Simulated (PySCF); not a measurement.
# Exercise with solution: dipole moment from atomic charges

Si(H)(F)(Br)(OMe) (CH₄BrFOSi), SMILES CO[SiH](F)Br. Atoms are numbered in the order given.

```xyz
9

Si    -0.4553     0.3377     0.4835
F     -0.6323     1.8765     0.0221
Br     1.5169    -0.3748    -0.1567
O     -1.5722    -0.5930    -0.2642
C     -2.9693    -0.4599    -0.1549
H     -0.5707     0.3107     1.9577
H     -3.3182     0.4909    -0.5910
H     -3.3057    -0.5089     0.8959
H     -3.4388    -1.2880    -0.7042
```

The structure is a stationary point at PBE0-D3(BJ)/def2-SVP. This is a generated structure with no PubChem entry under its InChIKey; it may be hypothetical. One conformer was computed; it need not be the lowest.

Charges (e) from PBE/def2-TZVP run with PySCF:

```
atom  Mulliken     IAO
----  --------  ------
Si1      0.568   1.282
F2      -0.271  -0.514
Br3     -0.162  -0.225
O4      -0.262  -0.614
C5      -0.220  -0.217
H6      -0.035  -0.153
H7       0.130   0.144
H8       0.118   0.135
H9       0.135   0.162
```

The dipole moment of the full density is 2.08 D.

Q: What dipole moment does each set of point charges give, and which comes closer to that of the density?

A: 
μ = Σ q r, and 1 e Å = 4.8032 D.
Mulliken: Σ q r = (-0.534, -0.180, 0.263) e Å, |μ| = 2.98 D.
IAO: Σ q r = (-0.384, -0.238, 0.462) e Å, |μ| = 3.10 D.
Mulliken comes closer in size. Point charges leave out the atoms' own dipoles (lone pairs, polarised bonds); fits to the potential absorb them, partitions of the density don't.
